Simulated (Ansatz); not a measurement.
Mg₇O₇⁻, relaxed as a doublet with UKS PBE-D4/def2-SVP in Ansatz, starting from the GFN1-xTB geometry. Force threshold 0.03 eV/Å.

The structure holds 2 bond(s) between oxygen atoms. Another isomer (doublet) lies 7.93 eV lower at PBE0-D4/def2-SVP; other spin states weren't run for this one.

Start:

Cartesian coordinates in Å:
```
Mg -0.6870 -0.6909 -0.3665
Mg -0.5603 1.4743 1.1108
Mg 1.3871 -2.1931 -1.6491
Mg 2.1133 1.9119 0.9075
Mg -3.9306 -0.4713 0.3418
Mg -2.7164 -2.5501 -1.2706
Mg 2.7394 -0.1952 -0.5985
O 0.6457 2.6611 1.6792
O -1.7908 -0.0616 1.1880
O 3.6357 1.1853 0.1776
O 1.0055 -0.2252 0.5812
O 0.8100 0.5941 -0.6742
O -1.9908 0.7820 -0.0576
O -0.6609 -2.2213 -1.3697
```

| step | energy (eV) | largest force component (eV/Å) | SCF passes |
| --- | --- | --- | --- |
| 1 | -52388.4876 | 1.637 | 39 |
| 2 | -52389.2102 | 1.117 | 32 |
| 3 | -52389.6209 | 0.344 | 30 |
| 4 (rejected) | -52389.5912 | 0.390 | 33 |
| 5 | -52389.6662 | 0.081 | 28 |
| 6 (rejected) | -52389.6522 | 0.178 | 26 |
| 7 | -52389.6706 | 0.019 | 26 |

Force components are those of the run's own axes.

End:

```xyz
14

Mg   -0.741   -0.740   -0.383
Mg   -0.442    1.540    1.103
Mg    1.181   -2.493   -1.854
Mg    2.346    2.154    1.056
Mg   -3.724   -0.439    0.334
Mg   -2.581   -2.879   -1.481
Mg    2.623   -0.183   -0.566
O     0.749    2.823    1.762
O    -1.889   -0.026    1.261
O     3.682    1.180    0.184
O     0.911   -0.146    0.688
O     0.702    0.709   -0.624
O    -2.102    0.847   -0.037
O    -0.717   -2.347   -1.445
```

By distances, no bond broke or formed. The bond that changes most is Mg3–Mg7, from 2.63 to 3.01 Å (atoms count from 1).

No frequencies were taken in this run, so the end may be a saddle point.

Run time 69 s (4 threads of Arm Neoverse V2 on a shared host).
